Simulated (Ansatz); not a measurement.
Geometry optimisation, Ansatz, RKS PBE/def2-SVP.

input.yaml

```yaml
crystal:
  periodic: [false, false, false]
  atoms:
    - { symbol: Hf, position_ang: [0.0, 0.0, 0.0] }
    - { symbol: F, position_ang: [0.0, 0.0, 1.98] }
    - { symbol: "N", position_ang: [2.084, 0.0, -0.7359] }
    - { symbol: H, position_ang: [2.5823, -0.918, -0.9166] }
    - { symbol: H, position_ang: [2.5853, 0.918, -0.9082] }
    - { symbol: O, position_ang: [-0.975, 1.6891, -0.6893] }
    - { symbol: Si, position_ang: [-2.5839, 1.7445, -1.1695] }
    - { symbol: H, position_ang: [-3.3961, 0.9604, -0.2437] }
    - { symbol: H, position_ang: [-3.0456, 3.1296, -1.1677] }
    - { symbol: H, position_ang: [-2.7103, 1.1918, -2.5149] }
    - { symbol: O, position_ang: [-0.975, -1.6891, -0.6893] }
    - { symbol: H, position_ang: [-1.4296, -2.1548, 0.0831] }
basis:
  gaussian: { orbitals: def2-SVP }
hamiltonian:
  xc: pbe
relax:
  f_tol: 0.02
  max_steps: 40
```

Command:

```bash
$ ansatz run input.yaml --threads 4 --pin off --max-ram 5120MiB --backend cpu --events-out ev --progress --plain --runs-dir out
```

**Question.** Where does it end, and by what steps?

**Answer.** The forces met the threshold. After 15 steps the energy has fallen by 0.963 eV; H12 moved furthest, 1.03 Å.

```
step  energy less start (eV)  largest force component (eV/Å)  accepted
   0                  0.0000                           2.108       yes
   1                 -0.5094                           2.801       yes
   2                 -0.7534                           0.609       yes
   3                 -0.8338                           0.348       yes
   4                 -0.8885                           0.288       yes
   5                 -0.9173                           0.496       yes
   6                 -0.9299                           0.389       yes
   7                 -0.9411                           0.917       yes
   8                 -0.9520                           0.208       yes
   9                 -0.9583                           0.146       yes
  10                 -0.9620                           0.030       yes
  11                 -0.9624                           0.069       yes
  12                 -0.9627                           0.031       yes
  13                 -0.9628                           0.026       yes
  14                 -0.9629                           0.022       yes
  15                 -0.9630                           0.011       yes
```

```xyz
12
Properties=species:S:1:pos:R:3
Hf -0.040 -0.240 0.206
F 0.192 0.346 2.039
N 1.705 0.100 -0.800
H 2.221 -0.580 -1.369
H 2.210 0.993 -0.836
O -1.460 0.898 -0.544
Si -2.596 1.889 -1.265
H -3.964 1.599 -0.707
H -2.265 3.335 -1.006
H -2.622 1.658 -2.754
O -0.415 -2.129 0.020
H -0.832 -2.999 0.043
```

Whether the end is a true minimum wasn't checked by a vibrational analysis.

The run took 32 s on 4 threads of Arm Neoverse V2, on a shared host, peak memory 0.21 GiB.
